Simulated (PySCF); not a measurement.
# MTe for M along the fourth-period p block

r²SCAN with double-zeta basis sets in PySCF, for the lowest determinant that a PBE0 search found; no spin–orbit coupling. De refers to high-spin ground-configuration atoms. A positive dipole means M(−)Te(+).

```json
{"M": "Ge", "basis": "def2-SVP", "state (unpaired electrons)": "singlet (closed shell)", "Re (Å)": "2.352", "ωe (cm⁻¹)": "330", "De (eV)": "4.46", "μ (D)": "-1.02"}
{"M": "As", "basis": "def2-SVP", "state (unpaired electrons)": "doublet (π ↑)", "Re (Å)": "2.358", "ωe (cm⁻¹)": "327", "De (eV)": "2.91", "μ (D)": "-0.01"}
{"M": "Se", "basis": "cc-pVDZ-PP", "state (unpaired electrons)": "triplet (π ↑↑)", "Re (Å)": "2.379", "ωe (cm⁻¹)": "318", "De (eV)": "3.40", "μ (D)": "1.00"}
```

The shortest bond is that of GeTe (2.352 Å), the longest that of TeSe (2.379 Å). GeTe is bound most strongly (4.46 eV) and TeAs least (2.91 eV).

The rows differ in basis set, which adds steps of its own.

The state changes along the series, so neighbouring rows are not always alike in their bonding.

Spin–orbit coupling is left out, which matters for elements this heavy, above all for dissociation energies. States were picked by a PBE0 search and need not be the measured ground states.
